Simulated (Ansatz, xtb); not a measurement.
# Isomers of Cl2H4Si3 in order of energy

8 gas-phase structures of Cl2H4Si3, found in a search over its isomers (lower ones may exist). Each was relaxed with GFN2-xTB; where two conformers were screened, the lower at r2SCAN-D4/def2-SVP//GFN2-xTB is listed:

A. `[SiH3][Si@H](Cl)[Si]Cl`, a singlet
B. `[SiH][Si]([SiH3])(Cl)Cl`, a singlet
C. `Cl[Si][SiH2][SiH2]Cl`, a singlet
D. `[SiH][Si@H](Cl)[SiH2]Cl`, a singlet
E. `[SiH3][Si][SiH](Cl)Cl`, a singlet
F. a singlet given by its coordinates
G. `Cl[SiH2][Si][SiH2]Cl`, a singlet
H. a singlet given by its coordinates

F (Å):

```xyz
9

Cl    1.6729   -2.3766   -0.2929
Cl    2.1582    1.5790   -1.6987
Si   -1.6907   -2.1125    0.5349
Si   -0.0480   -1.3881   -0.9389
Si    0.3727    0.8065   -1.1034
H    -1.8582   -3.5695    0.4775
H    -1.5296   -1.7796    1.9536
H    -2.9559   -1.5130    0.1005
H    -0.5672    1.5244   -1.9801
```

Close contacts (Å): Cl1–Si4 2.09, Cl2–Si5 2.03, Si3–Si4 2.32, Si4–Si5 2.24, Si3–H6 1.47, Si3–H7 1.47, Si3–H8 1.47, Si5–H9 1.47.

H (Å):

```xyz
9

Cl    0.5414    2.8654    1.3174
Cl    2.2592   -0.9838    0.8526
Si   -2.3429    1.7631   -0.2793
Si   -0.5689    1.1031    0.9399
Si    0.8304   -0.2173   -0.3816
H    -3.4363    0.7776   -0.2672
H    -3.1324    2.9594   -0.6555
H     0.0560   -1.3691   -0.8556
H     1.5930    0.2623   -1.5390
```

Close contacts (Å): Cl1–Si4 2.12, Cl2–Si5 2.04, Si3–Si4 2.25, Si4–Si5 2.33, Si3–H6 1.47, Si3–H7 1.48, Si5–H8 1.47, Si5–H9 1.47.

Question: Estimate their order in r2SCAN-D4/def2-SVP//GFN2-xTB energy at these geometries, lowest first.

Answer: Calculated order at r2SCAN-D4/def2-SVP//GFN2-xTB: F (0.0), C (1.3), A (1.9), E (4.7), H (8.0), B (8.7), G (10.0), D (13.1) kcal/mol. Less than 1 kcal/mol parts C and A; H and B, so the order within those pairs means little.

Energies above the lowest of each column, in kcal/mol; the last columns are at r2SCAN-D4/def2-SVP geometries and were run for some of them only (a dash: not run or not comparable):

| structure | GFN2-xTB | HF/STO-3G | r2SCAN-D4/def2-SVP//GFN2-xTB | r2SCAN-D4/def2-SVP | CCSD(T)/def2-SVP + ΔMP2/def2-TZVPP |
| --- | --- | --- | --- | --- | --- |
| F | 8.7 | 29.5 | 0.0 | 3.9 | – |
| C | 4.5 | 0.0 | 1.3 | 0.0 | 0.0 |
| A | 3.4 | 3.3 | 1.9 | 1.9 | 2.1 |
| E | 5.6 | 20.1 | 4.7 | – | – |
| H | 10.2 | 42.9 | 8.0 | – | – |
| B | 9.2 | 16.8 | 8.7 | – | – |
| G | 0.0 | 23.6 | 10.0 | – | – |
| D | 7.7 | 17.6 | 13.1 | – | – |

CCSD(T)/def2-SVP + ΔMP2/def2-TZVPP puts C lowest of those it was run on; GFN2-xTB picks G, r2SCAN-D4/def2-SVP//GFN2-xTB picks F. Some further structures that were screened fall inside this span and aren't listed. Flexible structures stand in one conformer each, not always the lowest. Frequencies (r2SCAN-D4/def2-SVP) were run for A, C alone. ΔMP2 is the change of the MP2 energy from the smaller to the larger basis.

Over these structures GFN2-xTB departs from r2SCAN-D4/def2-SVP//GFN2-xTB by 3.9 kcal/mol on average once a common shift is removed. A GFN2-xTB relaxation took about 0.15 s and the r2SCAN-D4/def2-SVP//GFN2-xTB energy about 1.1 s on a shared host (Ansatz 0.2.0, xtb 6.7.1).
